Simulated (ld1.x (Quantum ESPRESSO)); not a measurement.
## Transferability test, TM potential for Mo

- Element: Mo
- Generator: ld1.x (Quantum ESPRESSO) 7.5
- Type: norm-conserving Troullier–Martins (Kleinman–Bylander form)
- Functional: BLYP
- Relativity: scalar-relativistic
- Frozen core: [Kr]
- Valence charge: 6
- Reference configuration: 4d5 5s0.5 5p0 (charge +0.5)
- Partial waves: 5p (bound, empty): rc 2.65 bohr; 4d (bound): rc 2.35 bohr; 5s (bound): rc 2.10 bohr
- Local potential: the s channel
- Core correction: a·sin(br)/r model core inside 1.45 bohr

Energies are relative to the spin-unpolarised reference configuration 4d5 5s0.5 5p0; without spin polarisation the order of configurations can differ from experiment.

| valence configuration | charge | ΔE all-electron (eV) | error AE − PS (meV) |
| --- | --- | --- | --- |
| 4d4 5s0 5p0 | +2 | 19.610 | -112 |
| 4d3 5s0 5p0 | +3 | 46.266 | -587 |
| 4d6 5s0 5p0 | 0 | -1.881 | -33 |
| 4d5.5 5s0.5 5p0 | 0 | -2.406 | -7.2 |
| 4d4 5s1 5p1 | 0 | 0.934 | -72 |

**Question.** What are ΔE and the potential's error for 4d5 5s1 5p0?

**Answer.** ΔE = -2.728 eV all-electron; the error (AE − PS) is -0.1 meV.

**Question.** What are ΔE and the potential's error for 4d5 5s0 5p0?

**Answer.** ΔE = 4.207 eV all-electron; the error (AE − PS) is -2.0 meV.

Levels in the configuration 4d5 5s1 5p0:

```json
{"level": "4d", "all-electron (eV)": "-3.634", "pseudo (eV)": "-3.640"}
{"level": "5s", "all-electron (eV)": "-4.052", "pseudo (eV)": "-4.049"}
```
